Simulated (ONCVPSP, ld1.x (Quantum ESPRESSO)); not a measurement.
## Potentials for S compared

Generated with ld1.x 7.5 (TM, RRKJ, ultrasoft, PAW), atompaw 4.2 or ONCVPSP 4.0.1. The cutoff is in Ry: for ld1.x and atompaw files where the sum of valence levels is converged to 10 mRy in a Bessel basis, for ONCV files where the hardest occupied wave has 1 mHa per electron of residual kinetic energy. The error is the largest all-electron minus pseudo excitation energy over each file’s own four to seven test configurations (ionisations up to +4, promotions, holes and added fractions of an electron), all of which were solved. The labels leave out finer settings (local radius, basis sizes, second energies), which also bear on the numbers. Spin-polarised tests are not counted. The rows are a selection from randomly drawn settings: files with unsolved tests, undetermined cutoffs or missed reference levels are left out.

A true bound ghost makes a file unfit for plane-wave use even where its test errors are small: the radial tests pick states by their node count and pass the ghost by.

```tsv
potential	cutoff (Ry)	largest error (meV)	bound ghosts
ONCV, revPBE, scalar-relativistic, rc 1.20/1.05/1.05 (spd), local p, core correction yes, reference 3s1.5 3p4.5, qcut 6.6/6.9/9.2, projectors 2/0/3	175	+8.8	s
ONCV, PW91, scalar-relativistic, rc 1.35/1.65/1.70 (spd), local smoothed, core correction yes, reference 3s2 3p2, qcut 5/4.7/5.3, projectors 2/2/2	27	+8.6	none
ONCV, PBE, scalar-relativistic, rc 1.50/1.50 (sp), local smoothed, core correction no, reference 3s2 3p4, qcut 3.4/4.9, projectors 3/2	170	+59	none
TM, PBE, scalar-relativistic, rc 1.10/1.75/1.40 (spd), local s, core correction yes, reference 3s2 3p4	60	+213	none
ONCV, LDA (Perdew-Zunger), scalar-relativistic, rc 1.05/1.55 (sp), local smoothed, core correction yes, reference 3s2 3p3, qcut 5.5/6.1, projectors 2/2	151	+33	s
ONCV, PBE, scalar-relativistic, rc 0.75/0.84/0.75 (spd), local d, core correction no, reference 2s2 2p6 3s2 3p3, qcut 21.3/13.8/13.1, projectors 2/2/0	282	+24	none
```

Question: Fill in the row for S: ONCV, PBE, scalar-relativistic, rc 0.70/0.85/0.70 (spd), local d, core correction yes, reference 2s2 2p6 3s2 3p4, qcut 19/15.4/14.9, projectors 2/3/0.

Answer: cutoff 232 Ry, largest error +26 meV, bound ghosts: none.

Question: Fill in the row for S: ONCV, PBE, non-relativistic, rc 1.50/1.70/1.60 (spd), local smoothed, core correction yes, reference 3s2 3p3.5, qcut 4.3/4.5/5.3, projectors 1/3/1.

Answer: cutoff 46 Ry, largest error -8.3 meV, bound ghosts: none.
